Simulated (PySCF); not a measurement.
Stepwise substitution at one centre (In NH2-H). Isolated molecules, 0 K electronic values unless said otherwise. One relaxed conformer stands for each flexible species; it need not be the lowest. Strings in code marks are SMILES.

The HOMO from two functionals at the same geometries (CAM-B3LYP-D3(BJ)/def2-TZVP), both in PySCF: PBE-D3(BJ)/def2-TZVP and TPSSh-D3(BJ)/def2-TZVP. 

```csv
species,TPSSh-D3(BJ)/def2-TZVP (eV)
0 of 3 NH2 replaced by H (`[NH2][In]([NH2])[NH2]`),-5.87
1 of 3 NH2 replaced by H (`[NH2][InH][NH2]`),-5.79
2 of 3 NH2 replaced by H (`[NH2][InH2]`),-6.20
3 of 3 NH2 replaced by H (`[InH3]`),-7.64
```

Q: What does PBE-D3(BJ)/def2-TZVP give for each?

A: 
- 0 of 3 NH2 replaced by H (`[NH2][In]([NH2])[NH2]`): -5.26
- 1 of 3 NH2 replaced by H (`[NH2][InH][NH2]`): -5.19
- 2 of 3 NH2 replaced by H (`[NH2][InH2]`): -5.66
- 3 of 3 NH2 replaced by H (`[InH3]`): -7.00
Over these rows, drawn at random from the members with no instability flagged (it was tested for open shells, ions and some series alone), PBE minus TPSSh-D3(BJ): mean +0.59 eV, from +0.53 eV to +0.64 eV.
